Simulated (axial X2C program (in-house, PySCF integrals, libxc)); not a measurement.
## Spin–orbit effects down a group: molecules with Li (ions), CCSD(T)

All values come from calculations with an in-house all-electron X2C program for linear molecules (integrals from PySCF), spin-free (one-electron X2C) or two-component (2c: spin–orbit coupling with atomic mean-field Coulomb and Gaunt terms, which also bring small scalar terms), in Dyall basis sets with cores contracted in-house; open shells are unrestricted.

Basis sets: Al dyall-v3z, B dyall-v3z, In dyall-cv3z, Li dyall-cv3z, Tl dyall-cv3z. Frozen shells (counts by l): LiB⁺ B 1s, Li 1s, 3 electrons correlated; LiAl⁺ Al 2s1p, Li 1s, 3 electrons correlated; LiIn⁺ In 4s3p1d, Li 1s, 13 electrons correlated; LiTl⁺ Tl 5s4p2d1f, Li 1s, 13 electrons correlated. Coupled cluster in natural virtuals with an MP2 remainder. Where the outer core of a metal is frozen, bonds come out longer and ionisation energies lower. Frozen cores can differ along the series, which adds to the trend.

```tsv
molecule	spin-free state	Re (Å)	ωe (cm⁻¹)	De (eV)	2c state	Re 2c (Å)	ωe 2c (cm⁻¹)	De 2c (eV)
LiB⁺	M_S = 1/2, Λ = 0	2.495	326.7	0.79	Ω = 1/2	2.495	326.8	0.79
LiAl⁺	M_S = 1/2, Λ = 0	3.043	234.9	1.15	Ω = 1/2	3.044	234.9	1.14
LiIn⁺	M_S = 1/2, Λ = 0	3.215	196.0	1.24	Ω = 1/2	3.210	195.8	1.08
LiTl⁺	M_S = 1/2, Λ = 0	3.298	181.5	1.24	Ω = 1/2	3.200	180.6	0.81
```

Work out the shifts from the spin-free to the two-component result.



```tsv
molecule	2c state	ΔRe (Å)	Δωe (cm⁻¹)	ΔDe (eV)
LiB⁺	Ω = 1/2	0.000	0.1	0.00
LiAl⁺	Ω = 1/2	0.001	0.0	-0.01
LiIn⁺	Ω = 1/2	-0.005	-0.2	-0.16
LiTl⁺	Ω = 1/2	-0.098	noise	n/a
```

Shifts of one unit in the last digit are rounding. Where the truncated virtual spaces of the two runs make Δωe unreliable it is marked noise.

Fragments in 2c: B + Li+, Al + Li+, In + Li+, Tl + Li+. Each entry is the lowest single determinant of a limited PBE0 search at one distance. De goes to single-determinant-based atoms at the same level (for ions the charge split of lowest energy) and is withheld (n/a) where an atom does not fit its ground term or J level. Main or longest-lived isotopes.
